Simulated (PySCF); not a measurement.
Species: C4H9FO3Si.
Geometry (GFN2-xTB, Å), atoms numbered from 1 in this order:
```
atom  x, y, z in Å
C1     3.5800    0.0641    0.1049
O2     2.3251    0.4740   -0.3365
Si3    0.9791   -0.4106   -0.3126
O4     0.0062    0.6635   -1.0569
C5    -1.3215    0.4488   -1.1810
C6    -2.1971    0.9227   -0.0033
C7    -2.5586   -0.5538    0.1105
F8    -3.8655   -0.8128   -0.1991
O9    -1.7088   -0.9116   -0.9408
H10    4.2693    0.9011   -0.0069
H11    3.9391   -0.7827   -0.4838
H12    3.5447   -0.2382    1.1539
H13    0.5535   -0.6867    1.0659
H14    1.0964   -1.6548   -1.0658
H15   -1.6477    0.7814   -2.1748
H16   -3.0285    1.5723   -0.2583
H17   -1.6202    1.3200    0.8251
H18   -2.3541   -1.0904    1.0445
```

NICS = −σ at a ghost point: NICS(0) at the centroid of the ring atoms, NICS(1) 1 Å to either side along the normal of their mean plane, zz for the tensor component along that normal. Level: GIAO PBE0/pcSseg-1 (PySCF, non-relativistic, gas phase) on the GFN2-xTB geometry, one conformer.

Ring bond lengths (Å), with Mayer bond orders in brackets: C5–C6 1.542 (1.02), C6–C7 1.524 (1.02), C7–O9 1.398 (0.97), O9–C5 1.435 (0.90).

Task: Give the NICS values of each ring in ppm.

Result: 
```csv
ring,type,NICS(0),"NICS(1), two faces","NICS(1)zz, two faces",rms pucker (Å),"centre to ring atoms, mean (Å)"
C5–C6–C7–O9,4-membered ring with O; formal bonds all single,-0.3,0.2 / -0.1,3.1 / 2.3,0.01,1.04
```

Task: What can be read from them?

Result: 
- C5–C6–C7–O9: mean NICS(1)zz 2.7 ppm, near zero. C5, C6, C7 have four or more neighbours; no verdict on aromaticity is drawn.

Task: At the first NICS(1) probe listed for ring C5–C6–C7–O9, 1 Å off the ring, what do the in-plane components average?

Result: The isotropic value is a third of the trace: (3 × 0.2 − (3.1))/2 = -1.2 ppm.
